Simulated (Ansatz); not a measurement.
`CC(F)OCF` + `[OH][Hf]([F])([SH])[Cl]` → `C[S][Hf]([OH])([F])[Cl]` + `FCOCF`  (substitution at a C–C bond)

Calculated with Ansatz (gas phase, PBE0-D4/def2-TZVP geometries, no zero-point term in ΔE). CCSD(T)/CBS is the MP2 limit (def2-TZVPP, def2-QZVPP) plus CCSD(T) − MP2 in def2-TZVPP, frozen cores. Functionals use def2-TZVPP. Elements past krypton have def2 core potentials. For Hf outer-core shells are correlated without core-valence functions, which leaves a few kJ/mol of doubt a bond. Each species was taken in one conformer, which may not be the lowest.

```tsv
level	ΔE (kJ/mol)
ωB97X-V	51.8
PBE	46.7
MP2/def2-TZVPP	48.9
HF/def2-QZVPP	53.5
```

Task: What does CCSD(T)/CBS give? (An estimate is asked.)

Result: The calculation gave: +49.9 kJ/mol. The listed levels differ from it by 1.9, -3.2, -1.0, 3.6 kJ/mol.

Largest T1 diagnostic among the species: 0.015.

From PBE to PBE0 (25 % exact exchange), in def2-TZVPP and without D4, ΔE moves by +3.1 kJ/mol.
